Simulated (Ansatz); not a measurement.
Stepwise reaction of `[NH2][In]([NH2])[OH]` with hydrogen sulfide, as a gas-phase model of exchange steps in deposition or etching. ΔE in kJ/mol; ΔG adds harmonic PBE0-D4 terms to CCSD(T)/CBS, at 1 bar.

Isolated molecules relaxed with PBE0-D4/def2-TZVP in Ansatz; ΔE leaves out vibrations. CCSD(T)/CBS is the MP2 limit (def2-TZVPP, def2-QZVPP) plus CCSD(T) − MP2 in def2-TZVPP, frozen cores. This one scheme is used for every species. DFT in def2-TZVPP. B3LYP here is the variant with VWN-RPA as its local correlation; programs differ in this. def2 core potentials past Kr. For In outer-core shells are correlated without core-valence functions, which leaves a few kJ/mol of doubt a bond. One conformer a species, not always the lowest.

| step | reaction | PBE-D4 | B3LYP-D4 | ωB97M-V | CCSD(T)/CBS | ΔG(600 K) |
| --- | --- | --- | --- | --- | --- | --- |
| 1 | `[NH2][In]([NH2])[OH]` + H₂S → `[NH2][In]([OH])[SH]` + NH₃ | -90.4 | -88.7 | -87.9 | -84.9 | -72.7 |
| 2 | `[NH2][In]([OH])[SH]` + H₂S → `[OH][In]([SH])[SH]` + NH₃ | -87.3 | -86.0 | -84.7 | -82.4 | -70.1 |

Problem. By hand: ΔE of the 2 steps together at CCSD(T)/CBS.

Solution. (-84.9) + (-82.4) = -167.3 kJ/mol, or -83.7 kJ/mol a step.

In ΔE the steps differ by no more than 2.5 kJ/mol. All are downhill at CCSD(T)/CBS. ΔG lies between -72.7 and -70.1 kJ/mol a step. PBE-D4 differs from CCSD(T)/CBS by -5.5 to -4.9 kJ/mol a step. Isolated molecules leave out the surface, adducts and barriers. Largest T1 diagnostic: 0.015.
